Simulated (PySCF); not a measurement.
Te(CN)2, C2N2Te.
Bonds: Te1–C2, Te1–C4, C2–N3, C4–N5.

A linear-response calculation (PySCF, def2-SVPD basis, gas phase, vertical, core orbitals frozen in the response) gave these numbers; the functional is withheld.

Orbital energies (eV): HOMO-3 -12.20, HOMO-2 -11.97, HOMO-1 -11.93, HOMO -9.26, LUMO -1.80, LUMO+1 -0.87, LUMO+2 0.07.

```
state  E (eV)       f   main configurations (H = HOMO, L = LUMO)
   S1    3.63  0.0000                                  H→L (98%)
   S2    4.88  0.0001                                H→L+1 (95%)
   S3    5.79  0.0057                                H→L+2 (82%)
   S4    6.43  0.0068                   H→L+3 (56%), H-2→L (35%)
   S5    6.80   0.010                   H-1→L (67%), H→L+4 (15%)
   S6    6.90  0.0000  H-6→L (40%), H-3→L+2 (22%), H-3→L+1 (15%)
```

Triplets, Tamm–Dancoff:

```json
{"state": "T1", "E (eV)": "3.14", "λ (nm)": "395.1", "main configurations (H = HOMO, L = LUMO)": "H→L (97%)"}
{"state": "T2", "E (eV)": "4.19", "λ (nm)": "295.8", "main configurations (H = HOMO, L = LUMO)": "H→L+1 (93%)"}
{"state": "T3", "E (eV)": "5.47", "λ (nm)": "226.7", "main configurations (H = HOMO, L = LUMO)": "H→L+2 (71%), H-3→L (10%)"}
{"state": "T4", "E (eV)": "5.52", "λ (nm)": "224.5", "main configurations (H = HOMO, L = LUMO)": "H→L+3 (44%), H-2→L (16%), H-1→L+2 (10%)"}
```

Vertical ionisation energy by ΔSCF with the same functional: 10.26 eV. Mean static polarisability: 66.4 au.

Task: Which of these was used?
A. CAM-B3LYP
B. B3LYP
C. HF
D. PBE

Result: A. CAM-B3LYP is range-separated, 19% exact exchange at short range and 65% at long range (ω = 0.33 bohr⁻¹). In this run −ε(HOMO) = 9.26 eV differs from the ΔSCF value by -1.00 eV, and S1 differs from the orbital gap of 7.46 eV by -3.82 eV. The ratio −ε(HOMO)/IP is 0.90. Usual ranges for neutral molecules in this basis: 0.85 to 0.93 with CAM-B3LYP, 0.5 to 0.7 with PBE, 0.67 to 0.83 with B3LYP; with Hartree–Fock the ratio is 1 or more (Koopmans' value less the relaxation energy is the ΔSCF value). The other options: PBE, a GGA without exact exchange; HF, time-dependent Hartree–Fock, 100% exact exchange; B3LYP, a global hybrid with 20% exact exchange.

Computed with TDDFT CAM-B3LYP/def2-SVPD, vertical, gas phase, core orbitals frozen in the response, def2 core potentials past Kr in PySCF. Isolated species at its PBE0-D3(BJ)/def2-SVP geometry, gas phase. Spin–orbit coupling is left out.
